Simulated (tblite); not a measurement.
Species: C2H10NSSi2 (doublet state).
SMILES with atom numbers: `[CH2:1][NH:2][SiH2:3][CH2:4][S:5][SiH3:6]` (hydrogens: H7, H8 on C1; H9 on N2; H10, H11 on Si3; H12, H13 on C4; H14, H15, H16 on Si6)

Geometry (GFN2-xTB, Å), atoms numbered from 1 in this order:
```xyz
16
C2H10NSSi2 angstrom
C     -3.606   -0.317    0.346
N     -2.299    0.045    0.179
Si    -0.923   -0.892    0.645
C      0.566    0.189    0.172
S      2.063   -0.800    0.512
Si     3.569    0.668    0.124
H     -4.391    0.307   -0.026
H     -3.810   -1.270    0.782
H     -2.185    0.952   -0.249
H     -0.906   -1.140    2.093
H     -0.880   -2.167   -0.080
H      0.583    0.458   -0.882
H      0.629    1.098    0.765
H      4.815   -0.043    0.329
H      3.394    1.147   -1.244
H      3.374    1.774    1.058
```

Method: GFN2-xTB as coded in tblite; computed harmonic values from a numerical Hessian at the method's own geometry, unscaled. The method is semi-empirical: single wavenumbers can be off by several per cent or more. Modes of hydrogen on silicon can be 10 to 20 % off. One conformer, not necessarily the lowest. Open shells enter through the occupations alone, without spin polarisation, and single modes of such species can be off by tens of per cent.

Harmonic wavenumbers (cm⁻¹): 31.1, 45.6, 72.9, 92.0, 115.4, 140.4, 152.5, 191.1, 219.9, 314.1, 460.9, 473.3, 514.2, 534.3, 557.9, 598.6, 699.0, 722.2, 732.3, 741.8, 764.5, 779.5, 796.9, 810.3, 815.1, 1026.9, 1066.3, 1164.4, 1273.9, 1343.3, 1433.1, 1440.5, 2185.8, 2226.0, 2277.2, 2295.0, 2385.7, 2982.6, 2988.9, 3161.8, 3216.1, 3440.4.

A = 7368, B = 618.4, C = 580.7 MHz; mass 136.007 u (most abundant isotopes); point group C1, symmetry number 1; spin multiplicity 2.

**Question.** Zero-point energy?

**Answer.** ½Σν̃ = 23642 cm⁻¹ = 282.82 kJ/mol.

**Question.** Entropy at 200 K, 1 bar (ideal gas, RRHO, classical rotation)?

**Answer.** Translation 161.83, rotation 117.14, vibration 113.44, spin (R ln 2) 5.76: S = 398.2 J/(mol K).

**Question.** And Cp and H(200 K) − H(0)?

**Answer.** Cp = 136.10 J/(mol K), of which vibrations give 102.84 (their classical limit is 42 R = 349.2); H(200 K) − H(0) = 18.10 kJ/mol without the zero-point energy, 11.45 from vibrations.

**Question.** What must be added to the electronic energy to get the Gibbs energy at 200 K and 1 bar?

**Answer.** ZPE + [H(200 K) − H(0)] − T·S = 282.82 + 18.10 − 79.63 = 221.29 kJ/mol.

**Question.** How do the functions run with temperature in this model?

**Answer.** 
```csv
T (K),S (J/(mol K)),Cp (J/(mol K)),H − H(0) (kJ/mol),G − H(0) (kJ/mol),ln q(vib)
150,362.2,114.9,11.83,-42.50,4.98
250,430.8,157.0,25.44,-82.26,8.44
298.15,460.0,175.4,33.44,-103.72,10.00
400,516.3,207.9,53.04,-153.50,13.14
600,609.6,252.0,99.35,-266.43,18.77
900,720.3,293.6,181.68,-466.63,26.10
```

q(vib) and H(0) count from the zero-point level.

**Question.** Which modes carry the vibrational entropy at 200 K?

**Answer.** 31.1 cm⁻¹: 20.78; 45.6 cm⁻¹: 17.62; 72.9 cm⁻¹: 13.78; 92.0 cm⁻¹: 11.90; 115.4 cm⁻¹: 10.10; 140.4 cm⁻¹: 8.58 J/(mol K); the other 36 give 30.69 together.

**Question.** Blend soft modes into free rotors: weight 1/[1 + (100 cm⁻¹/ν̃)⁴] for the oscillator and the rest for a rotor with moment μB/(μ + B), μ = h/(8π²ν), B = 10⁻⁴⁴ kg m². What vibrational entropy results?

**Answer.** 101.72 J/(mol K) in place of 113.44, which changes −T·S at 200 K by +2.34 kJ/mol.

Hindered rotation and anharmonicity are outside this model. Other conformers, if any are populated, would add a mixing term that is left out.

Time: 0.66 s of wall time. Hardware: an Arm Neoverse V1 with one thread, shared host with 32 logical CPUs at a one-minute load of 37. This covers the Hessian and the dipole derivatives.
